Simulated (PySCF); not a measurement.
**Spinor energies of Se (selenium, neutral)**

Start: [Ar] 3d10 4s2 4p4; 4p1/2 filled at m_j = +1/2; 4p3/2 filled at m_j = -1/2, +1/2, +3/2. Calculated with PySCF 2.14 in x2c-TZVPall-2c with one added diffuse shell each of s, p, d type (7s8p5d1f, 63 functions): generalised Hartree-Fock with the X2C-1e Hamiltonian and a Gaussian nucleus; one run each with spin-orbit coupling (SO) switched off, then screened by Boettger's factors. This is a chosen level, not necessarily the ground level.

```csv
spinor shell,electrons,"ε, spin-free (eV)","ε, screened SO (eV)",weight of nominal j (screened SO),"rms radius, screened SO (bohr)"
1s1/2,2,-12737.5,-12737.1,1.000,0.0508
2s1/2,2,-1696.4,-1696.3,1.000,0.212
2p1/2,2,-1487.0,-1515.6,1.000,0.187
2p3/2,4,-1487.0,-1473.2,1.000,0.190
3s1/2,2,-250.75,-250.68,1.000,0.612
3p1/2,2,-182.92,-187.21,0.999,0.629
3p3/2,4,-182.92,-180.77,1.000,0.639
3d3/2,4,-70.614,-71.147,0.985,0.695
3d5/2,6,-70.614,-70.144,0.990,0.697
4s1/2,2,-23.415,-23.384,0.999,1.97
4p3/2,3,-10.996,-11.562,0.620,2.45
4p1/2,1,-10.996,-9.337,0.638,2.57
```

```json
{"quantity": "E (hartree)", "spin-free": "-2428.00262", "screened SO": "-2428.12310"}
{"quantity": "M_J", "spin-free": "2", "screened SO": "2"}
{"quantity": "⟨J²⟩", "spin-free": "6.015", "screened SO": "6.020"}
{"quantity": "⟨L²⟩", "spin-free": "2.009", "screened SO": "2.077"}
{"quantity": "⟨S²⟩", "spin-free": "2.006", "screened SO": "1.975"}
```

Each row is a mean over spinors that exchange with the open shell spreads, by up to 5.217 eV (4s1/2).

Rows whose weight is well below 1 are mixtures of j = l ± 1/2: exchange outweighs spin-orbit coupling there, and the label is only the starting occupation.

Without spin-orbit coupling the j labels of p, d and f shells carry no meaning; the spin-free column gives the mean over the occupied spinors of each nl shell.
